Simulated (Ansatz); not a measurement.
Ansatz (an electronic-structure program) input (HF/STO-3G):

Ansatz 0.2 input:
```yaml
crystal:
  periodic: [false, false, false]
  atoms:
    - {symbol: O, position_ang: [2.03215300, -0.46500200, -0.84481300]}
    - {symbol: C, position_ang: [1.79539600, -0.25794900, 0.30124600]}
    - {symbol: O, position_ang: [0.69265700, 0.01890300, 0.92771000]}
    - {symbol: Ge, position_ang: [-0.90071000, 0.14348500, -0.05465700]}
    - {symbol: H, position_ang: [-1.90496300, 0.47342400, 1.04908800]}
    - {symbol: H, position_ang: [-0.71165600, 1.27415700, -1.06753300]}
    - {symbol: H, position_ang: [-1.13150500, -1.22261300, -0.70318600]}
basis:
  gaussian:
    orbitals: STO-3G
hamiltonian:
  xc: {name: HF}
magnetization: {spin_polarized: true, initial_magnetization: 1}
relax: {f_tol: 0.003, max_steps: 120}
```

Output:

```
Functional definition: HF
integrals: 0.00 GiB planned
472 factors; integrals over basis functions are off by at most 9.4e-6 eV
mean field: 0.13 GiB planned
mean field evaluation 1: about -60911.1615 eV, gradient 2.0e1 eV
mean field evaluation 2: about -60911.2513 eV, gradient 2.0e1 eV
mean field evaluation 4: about -60913.9471 eV, gradient 2.3e0 eV
mean field evaluation 8: about -60914.0232 eV, gradient 1.8e-1 eV
mean field evaluation 16: about -60914.0261 eV, gradient 4.2e-5 eV
mean field evaluation 32: about -60913.7897 eV, gradient 2.9e0 eV
mean field -60914.02605459 eV, -2238.5491684964 hartree, gradient 4.2e-5 eV, S^2 0.769455; 0 other end points of the search recorded, 0 dependent functions left out
the calculation of the forces begins
reference -60914.02605459 eV, -2238.5491684964 hartree; 29, 28 occupied and 7, 8 virtual orbitals, 472 factors
relax step   1: F+E_penalty+E_count = -60914.02605459 eV  Δ(F+E_penalty+E_count) = +0.000e0 eV  max|allowed force component| = 4.186e0 eV/Å  Δτ_max = 0.0000 Å  (96 SCF iters, accepted)
these checks for a lower state are left out or cut short: starts, cluster_reference, orbital_swaps, neighbouring_geometries, increment
integrals: 0.00 GiB planned
472 factors; integrals over basis functions are off by at most 1.0e-5 eV
mean field: 0.13 GiB planned
mean field evaluation 64: about -60914.5052 eV, gradient 2.4e-5 eV
mean field -60914.50522347 eV, -2238.5667776278 hartree, gradient 2.5e-5 eV, S^2 0.807081; 0 other end points of the search recorded, 0 dependent functions left out
the calculation of the forces begins
reference -60914.50522347 eV, -2238.5667776278 hartree; 29, 28 occupied and 7, 8 virtual orbitals, 472 factors
relax step   2: F+E_penalty+E_count = -60914.50522347 eV  Δ(F+E_penalty+E_count) = -4.792e-1 eV  max|allowed force component| = 1.689e0 eV/Å  Δτ_max = 0.1149 Å  (60 SCF iters, accepted)
these checks for a lower state are left out or cut short: starts, cluster_reference, orbital_swaps, neighbouring_geometries, increment
integrals: 0.00 GiB planned
472 factors; integrals over basis functions are off by at most 1.0e-5 eV
mean field: 0.13 GiB planned
mean field -60914.54053330 eV, -2238.5680752403 hartree, gradient 3.1e-5 eV, S^2 0.823592; 0 other end points of the search recorded, 0 dependent functions left out
the calculation of the forces begins
reference -60914.54053330 eV, -2238.5680752403 hartree; 29, 28 occupied and 7, 8 virtual orbitals, 472 factors
relax step   3: F+E_penalty+E_count = -60914.54053330 eV  Δ(F+E_penalty+E_count) = -3.531e-2 eV  max|allowed force component| = 3.747e-1 eV/Å  Δτ_max = 0.0465 Å  (53 SCF iters, accepted)
these checks for a lower state are left out or cut short: starts, cluster_reference, orbital_swaps, neighbouring_geometries, increment
integrals: 0.00 GiB planned
472 factors; integrals over basis functions are off by at most 1.0e-5 eV
mean field: 0.13 GiB planned
mean field -60914.54508136 eV, -2238.5682423784 hartree, gradient 2.9e-5 eV, S^2 0.828190; 0 other end points of the search recorded, 0 dependent functions left out
the calculation of the forces begins
reference -60914.54508136 eV, -2238.5682423784 hartree; 29, 28 occupied and 7, 8 virtual orbitals, 472 factors
relax step   4: F+E_penalty+E_count = -60914.54508136 eV  Δ(F+E_penalty+E_count) = -4.548e-3 eV  max|allowed force component| = 1.093e-1 eV/Å  Δτ_max = 0.0110 Å  (46 SCF iters, accepted)
these checks for a lower state are left out or cut short: starts, cluster_reference, orbital_swaps, neighbouring_geometries, increment
integrals: 0.00 GiB planned
472 factors; integrals over basis functions are off by at most 1.0e-5 eV
mean field: 0.13 GiB planned
mean field -60914.54575163 eV, -2238.5682670102 hartree, gradient 2.2e-5 eV, S^2 0.831367; 0 other end points of the search recorded, 0 dependent functions left out
the calculation of the forces begins
reference -60914.54575163 eV, -2238.5682670102 hartree; 29, 28 occupied and 7, 8 virtual orbitals, 472 factors
relax step   5: F+E_penalty+E_count = -60914.54575163 eV  Δ(F+E_penalty+E_count) = -6.703e-4 eV  max|allowed force component| = 1.692e-2 eV/Å  Δτ_max = 0.0053 Å  (46 SCF iters, accepted)
these checks for a lower state are left out or cut short: starts, cluster_reference, orbital_swaps, neighbouring_geometries, increment
integrals: 0.00 GiB planned
472 factors; integrals over basis functions are off by at most 1.0e-5 eV
mean field: 0.13 GiB planned
mean field evaluation 96: about -60914.5455 eV, gradient 1.6e-1 eV
mean field -60914.54577165 eV, -2238.5682677460 hartree, gradient 2.3e-5 eV, S^2 0.831291; 0 other end points of the search recorded, 0 dependent functions left out
the calculation of the forces begins
reference -60914.54577165 eV, -2238.5682677460 hartree; 29, 28 occupied and 7, 8 virtual orbitals, 472 factors
relax step   6: F+E_penalty+E_count = -60914.54577165 eV  Δ(F+E_penalty+E_count) = -2.002e-5 eV  max|allowed force component| = 4.473e-3 eV/Å  Δτ_max = 0.0019 Å  (45 SCF iters, accepted)
these checks for a lower state are left out or cut short: starts, cluster_reference, orbital_swaps, neighbouring_geometries, increment
integrals: 0.00 GiB planned
472 factors; integrals over basis functions are off by at most 1.0e-5 eV
mean field: 0.13 GiB planned
mean field -60914.54577409 eV, -2238.5682678355 hartree, gradient 2.3e-5 eV, S^2 0.831172; 0 other end points of the search recorded, 0 dependent functions left out
the calculation of the forces begins
reference -60914.54577409 eV, -2238.5682678355 hartree; 29, 28 occupied and 7, 8 virtual orbitals, 472 factors
relax step   7: F+E_penalty+E_count = -60914.54577409 eV  Δ(F+E_penalty+E_count) = -2.436e-6 eV  max|allowed force component| = 2.693e-3 eV/Å  Δτ_max = 0.0010 Å  (45 SCF iters, accepted)
integrals: 0.00 GiB planned
472 factors; integrals over basis functions are off by at most 1.0e-5 eV
mean field: 0.13 GiB planned
mean field evaluation 128: about -60914.5458 eV, gradient 3.5e-2 eV
mean field evaluation 160: about -60913.5670 eV, gradient 5.5e0 eV
mean field evaluation 192: about -60914.5458 eV, gradient 1.7e-4 eV
mean field -60914.54577409 eV, -2238.5682678355 hartree, gradient 2.3e-5 eV, S^2 0.831172; 2 other end points of the search recorded, 0 dependent functions left out
the calculation of the forces begins
reference -60914.54577409 eV, -2238.5682678355 hartree; 29, 28 occupied and 7, 8 virtual orbitals, 472 factors
Total energy: -60914.54577409 eV, -2238.5682678355 hartree
Atom 0 at     1.989552    -0.463266    -0.882001 Å, force     0.000072     0.000001     0.000093 eV/Å
Atom 1 at     1.789892    -0.257663     0.296859 Å, force     0.001566    -0.000587    -0.002216 eV/Å
Atom 2 at     0.629748     0.029107     0.925143 Å, force    -0.001027     0.000566     0.002693 eV/Å
Atom 3 at    -0.858645     0.140802    -0.024567 Å, force    -0.000911     0.000125    -0.000196 eV/Å
Atom 4 at    -1.870917     0.452291     0.943504 Å, force    -0.000336     0.000023    -0.000233 eV/Å
Atom 5 at    -0.709329     1.190007    -0.994589 Å, force     0.000327    -0.000015    -0.000078 eV/Å
Atom 6 at    -1.098928    -1.126873    -0.656494 Å, force     0.000310    -0.000112    -0.000064 eV/Å
Dipole moment:    -0.435819     0.078238     0.033938 e Å
```

The geometry given is a B3LYP-D3(BJ)/def2-TZVP minimum.
